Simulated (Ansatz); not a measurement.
`BC(=C)Br` + `OC[AsH2]` → `B[AsH]CO` + `C=CBr` at 600 K and 1 bar (ligand exchange at a B–C bond).

Calculated with Ansatz (gas phase, PBE0-D4/def2-TZVP geometries, no zero-point term in ΔE). CBS: MP2 limit from def2 TZ/QZ plus the TZ coupled-cluster correction, frozen cores. For As, Br outer-core shells are correlated without core-valence functions, which leaves a few kJ/mol of doubt a bond. Scalar relativity is left out up to krypton. Each species was taken in one conformer, which may not be the lowest.

| species | CCSD(T)/CBS energy (Eh) | H − E (kJ/mol) | S (J/(mol·K)) |
| --- | --- | --- | --- |
| `BC(=C)Br` | -2676.58084 | 186.1 | 377.0 |
| `OC[AsH2]` | -2351.21112 | 196.0 | 365.5 |
| `B[AsH]CO` | -2376.59328 | 243.3 | 421.5 |
| `C=CBr` | -2651.19815 | 143.8 | 322.4 |

H − E and S are ideal-gas, rigid-rotor, harmonic terms from PBE0-D4/def2-TZVP, for one conformer and one mirror image of each species. 1 Eh = 2625.50 kJ/mol, R = 8.31446 J/(mol·K).

**Question.** By hand: ΔE, ΔH, ΔS and ΔG.

**Answer.** ΔE = (-2376.59328) + (-2651.19815) − (-2676.58084) − (-2351.21112) = 0.00053 Eh = 1.4 kJ/mol. Δ(H − E) = 243.3 + 143.8 − 186.1 − 196.0 = 5.0, so ΔH = 6.4 kJ/mol. ΔS = 421.5 + 322.4 − 377.0 − 365.5 = 1.4 J/(mol·K). ΔG = 6.4 − 600 × (1.4)/1000 = 5.6 kJ/mol.

**Question.** By hand: the equilibrium constant, and the temperature at which ΔG would vanish if ΔH and ΔS stayed fixed.

**Answer.** log₁₀ K = −ΔG/(RT ln 10) = -0.5. ΔG = 0 at ΔH/ΔS = 4571 K, far beyond where these terms or the molecules hold.

The number of gas molecules stays the same, so ΔS is small and ΔH decides. The sign of ΔG lies within the doubt. A doubt of 5 kJ/mol in ΔE shifts log₁₀ K by 0.4 here. Other conformers and mirror images would add mixing entropy, several J/(mol·K) or more a flexible species. These are equilibria of isolated gas molecules and say nothing of rates. Largest T1 diagnostic: 0.013 (customary marks: 0.02 for closed shells, 0.045 for open ones).
